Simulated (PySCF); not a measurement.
**Frontier levels across methods**

Compound: C₄H₆F₂O.
Structure used (PBE0-D3(BJ)/def2-SVP), in Å, numbered top down from 1:
```xyz
13
C4H6F2O angstrom
F      1.615   -1.074   -0.591
C      1.348    0.213   -0.902
F      2.306    0.984   -0.340
C     -0.003    0.617   -0.356
C     -0.323    0.120    1.058
C     -1.353   -0.757    0.336
O     -1.037   -0.167   -0.929
H      1.395    0.319   -2.000
H     -0.135    1.700   -0.538
H     -0.744    0.885    1.723
H      0.492   -0.409    1.568
H     -1.140   -1.839    0.350
H     -2.408   -0.596    0.614
```

Basis pcSseg-1 throughout (PySCF), one geometry. Geometry: PBE0-D3(BJ)/def2-SVP, one conformer, isolated molecule.

Q: How do the orbital energies, the gap and the dipole change with the method?

A: 
| method | kind | HOMO (eV) | LUMO (eV) | gap (eV) | μ (D) | SCF cycles |
| --- | --- | --- | --- | --- | --- | --- |
| B97-D | GGA | -6.02 | 0.66 | 6.68 | 1.54 | 15 |
| KT2 | GGA | -6.14 | 0.39 | 6.53 | 1.53 | 16 |
| KT3 | GGA | -6.17 | 0.39 | 6.56 | 1.50 | 15 |
| B97-2 | global hybrid | -7.34 | 1.41 | 8.75 | 1.62 | 14 |
| B3LYP | global hybrid | -7.36 | 1.06 | 8.42 | 1.61 | 13 |
| CAM-B3LYP | range-separated hybrid | -9.06 | 2.24 | 11.30 | 1.65 | 13 |
| BHandHLYP | global hybrid | -9.20 | 2.08 | 11.28 | 1.73 | 13 |
| HF | Hartree–Fock | -11.69 | 4.25 | 15.94 | 1.85 | 10 |

The HOMO spans 5.67 eV, from B97-D down to HF, and the gap runs from 6.53 eV (KT2) to 15.94 eV (HF). Over the methods B97-D (0 %), KT2 (0 %), KT3 (0 %), B97-2 (21 %), B3LYP (20 %), BHandHLYP (50 %), HF (100 %), a straight line through the gap against the share of exact exchange rises by 0.93 eV for each 10 % (correlation coefficient 1.000). The dipole ranges from 1.50 D (KT3) to 1.85 D (HF). This basis has no diffuse functions.
